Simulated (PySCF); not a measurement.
trans-(1R,2R)-1-ethenyl-2-methylcyclopropane (C6H10), SMILES C=C[C@H]1C[C@H]1C. Atoms are numbered in the order given.

```xyz
16

C      1.9044    -0.9915     0.3364
C      1.1348    -0.0702     0.9253
C      0.2293     0.8975     0.2540
C     -0.1248     0.8189    -1.2094
C     -1.1830     0.5107    -0.1842
C     -1.7119    -0.8939    -0.0163
H      1.9496    -1.0971    -0.7514
H      2.5242    -1.6729     0.9250
H      1.1462    -0.0037     2.0209
H      0.2968     1.9088     0.6719
H      0.2693    -0.0233    -1.7854
H     -0.1863     1.7529    -1.7743
H     -1.9323     1.2943    -0.0245
H     -2.1569    -1.0373     0.9823
H     -0.9121    -1.6400    -0.1336
H     -2.4911    -1.1106    -0.7656
```
Charge 0, spin multiplicity 1.

Geometry optimised at B3LYP-D3(BJ)/def2-SVP. One conformer was computed; it need not be the lowest.

Computed with HF/def2-TZVP in PySCF.

Atomic charges (e):

```json
[
 {"atom": "C1", "meta-Löwdin": "-0.26", "Löwdin": "-0.21"},
 {"atom": "C2", "meta-Löwdin": "-0.07", "Löwdin": "-0.17"},
 {"atom": "C3", "meta-Löwdin": "-0.10", "Löwdin": "-0.19"},
 {"atom": "C4", "meta-Löwdin": "-0.21", "Löwdin": "-0.19"},
 {"atom": "C5", "meta-Löwdin": "-0.06", "Löwdin": "-0.21"},
 {"atom": "C6", "meta-Löwdin": "-0.27", "Löwdin": "-0.27"},
 {"atom": "H7", "meta-Löwdin": "0.10", "Löwdin": "0.12"},
 {"atom": "H8", "meta-Löwdin": "0.11", "Löwdin": "0.12"},
 {"atom": "H9", "meta-Löwdin": "0.10", "Löwdin": "0.14"},
 {"atom": "H10", "meta-Löwdin": "0.10", "Löwdin": "0.14"},
 {"atom": "H11", "meta-Löwdin": "0.10", "Löwdin": "0.13"},
 {"atom": "H12", "meta-Löwdin": "0.10", "Löwdin": "0.12"},
 {"atom": "H13", "meta-Löwdin": "0.09", "Löwdin": "0.14"},
 {"atom": "H14", "meta-Löwdin": "0.09", "Löwdin": "0.11"},
 {"atom": "H15", "meta-Löwdin": "0.10", "Löwdin": "0.12"},
 {"atom": "H16", "meta-Löwdin": "0.09", "Löwdin": "0.11"}
]
```

**Question.** Give the Mayer and Wiberg (Löwdin basis) orders of the bonds. (An estimate is asked for; the answer gives what the named calculation found.)

**Answer.** 
```tsv
bond	Mayer	Wiberg
C1–C2	1.97	2.16
C2–C3	0.94	1.20
C3–C4	0.97	1.20
C3–C5	0.94	1.13
C4–C5	0.96	1.21
C5–C6	0.96	1.25
C1–H7	0.97	0.89
C1–H8	0.98	0.90
C2–H9	0.98	0.83
C3–H10	0.98	0.82
C4–H11	0.97	0.87
C4–H12	0.98	0.88
C5–H13	0.98	0.83
C6–H14	0.99	0.91
C6–H15	0.98	0.90
C6–H16	0.99	0.91
```
